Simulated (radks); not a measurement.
Fractional charge and spin in the 5p shell of holmium: the spin-up occupation runs from 2 to 3 and the spin-down occupation from 2 to 3; the fullest corner is Ho3+, [Kr] 4d10 4f(up 5, down 5) 5s2 5p(up 3, down 3). Method: scalar-relativistic Kohn-Sham, r2SCAN, spin-polarised, spherical densities, finite nucleus; meta-GGA in the generalised Kohn-Sham scheme; Fermi nuclear charge, rms radius of each element as measured or else 0.836 A^(1/3) + 0.57 fm; computed with a radial shooting solver on a logarithmic mesh with Libxc functionals. Energy (eV) above the fullest corner. The planes named below are the two flat planes that join the four corners, with an edge along up + down = one added electron.

down \ up        2     2.25     2.5    2.75       3
2          139.559  118.862  99.058  80.143  62.114
2.25       118.862   99.154  80.328  62.381  45.311
2.5         99.058   80.328  62.470  45.482  29.360
2.75        80.143   62.381  45.482  29.442  14.258
3           62.114   45.311  29.360  14.258   0.000

Corners above the fullest one (they belong to Ho4+ and the next ion): (up 3, down 2) 62.114 eV, (up 2, down 3) 62.114 eV, (up 2, down 2) 139.56 eV. With half an added electron in each spin the energy lies 0.356 eV from the planes, and with half an added electron in spin up alone -1.778 eV. The planes are only a guide here: the flat-plane condition holds for ground states with one frontier orbital, while this shell lies below other occupied shells, so the corners above the fullest one are inner-hole states and not the ground states of those ions.
